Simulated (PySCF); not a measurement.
# Electron correlation in I (iodine, neutral)

[Kr] 4d10 5s1 5p6, 2S determinant (an excited configuration). All numbers are calculated (PySCF 2.14, a scalar-relativistic core potential, in aug-cc-pV5Z-PP with ECP28MDF (8s8p6d4f3g2h, 139 functions)). Frozen: 4s2 4p6 4d10; 7 electrons correlated.

MP2 pair energies summed by pair of shells (mhartree):

| pair | energy | share (%) |
| --- | --- | --- |
| 5p-5p | -179.73 | 88.4 |
| 5s-5p | -23.69 | 11.6 |

Total MP2 correlation energy: -203.42 mhartree.

Same-spin part -34.45 and opposite-spin part -168.97 mhartree; SCS-MP2 scales them by 1/3 and 6/5 to -214.24 mhartree.
